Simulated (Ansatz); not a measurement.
Ga₆N₆H₁₈, a cluster cut from wurtzite GaN (hydrogen-capped). The state is a singlet with charge 0. Geometry PBE-D4/def2-SVP.

```csv
atom,x (Å),y (Å),z (Å)
N1,0.6063,1.9121,1.3473
Ga2,-1.0820,0.8854,1.7303
Ga3,-1.1165,1.8202,-1.4305
N4,-1.9191,0.6584,0.0074
N5,-0.3676,-0.9377,2.1964
Ga6,-2.1746,-1.2729,-0.5085
Ga7,1.8417,1.2442,-0.0945
N8,0.7047,0.9808,-1.6303
N9,2.2718,-0.6139,0.5488
Ga10,0.7619,-1.9116,0.8447
Ga11,0.6919,-0.9206,-2.2981
N12,-0.2642,-1.8508,-0.7874
H13,0.2640,2.8179,0.9769
H14,1.1167,2.1453,2.2109
H15,-1.8663,1.5155,2.9456
H16,-0.8649,3.2609,-0.7437
H17,-1.9385,1.6984,-2.7715
H18,-2.8834,1.0166,0.1018
H19,0.0591,-0.9532,3.1336
H20,-1.2195,-1.5234,2.2723
H21,-2.6713,-2.0252,0.8324
H22,-2.9962,-1.3897,-1.8501
H23,3.1443,2.1301,-0.1817
H24,1.1347,1.5101,-2.4061
H25,2.9267,-0.6015,1.3436
H26,2.8026,-1.0299,-0.2385
H27,1.2934,-3.2779,1.4277
H28,-0.1325,-1.0373,-3.6381
H29,2.2256,-1.4237,-2.2253
H30,-0.3489,-2.8267,-1.1153
```

Single mean-field runs in def2-TZVP are fitted with def2-universal-jkfit.

(1) Estimate the orbital energies around the gap (eV) in Ansatz with PBE-D4/def2-SVP, PBE-D4/def2-TZVP, r2SCAN-D4/def2-TZVP, PBE0-D4/def2-SVP, PBE0-D4/def2-TZVP.

Answers

(1) 
| orbital | PBE-D4/def2-SVP | PBE-D4/def2-TZVP | r2SCAN-D4/def2-TZVP | PBE0-D4/def2-SVP | PBE0-D4/def2-TZVP |
| --- | --- | --- | --- | --- | --- |
| HOMO−5 | -7.01 | -7.05 | -7.37 | -8.32 | -8.33 |
| HOMO−4 | -6.56 | -6.63 | -6.93 | -7.84 | -7.88 |
| HOMO−3 | -6.56 | -6.63 | -6.93 | -7.84 | -7.88 |
| HOMO−2 | -6.11 | -6.19 | -6.47 | -7.33 | -7.39 |
| HOMO−1 | -5.94 | -6.04 | -6.32 | -7.17 | -7.23 |
| HOMO | -5.94 | -6.04 | -6.32 | -7.17 | -7.23 |
| LUMO | -0.92 | -1.28 | -0.79 | -0.07 | -0.48 |
| LUMO+1 | -0.56 | -0.81 | -0.41 | 0.24 | -0.03 |
| LUMO+2 | -0.56 | -0.81 | -0.41 | 0.24 | -0.03 |
| LUMO+3 | -0.38 | -0.61 | -0.23 | 0.45 | 0.20 |
| LUMO+4 | -0.38 | -0.61 | -0.23 | 0.45 | 0.20 |
| LUMO+5 | 0.03 | -0.24 | 0.10 | 0.93 | 0.64 |
